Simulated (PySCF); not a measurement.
IK, charge -1, multiplicity 2. Atoms are numbered in the order given.

```xyz
2

K      0.0000     0.0000    -2.4390
I      0.0000     0.0000     0.8744
```
Charge -1, spin multiplicity 2.

Coordinates come from a B3LYP-D3(BJ)/def2-TZVPD optimisation. The multiplicity is an assumed one; other spin states were not compared. The def2 effective core potentials stand for the cores of I; spin–orbit coupling is left out.

Method: PySCF with r2SCAN/def2-TZVPD.

Mulliken values depend strongly on the basis, most of all with diffuse functions as here. ESP charges are fitted to the potential on shells at 1.4 to 2.0 van der Waals radii. Atomic charges (e):

```
atom  Mulliken  ESP fit  Mulliken spin
----  --------  -------  -------------
K1       -0.13        …           1.03
I2       -0.87        …          -0.03
```

Q: What belongs in the gaps? (An estimate is asked for; the answer gives what the named calculation found.)

A: 
- K1, ESP fit: -0.48
- I2, ESP fit: -0.52
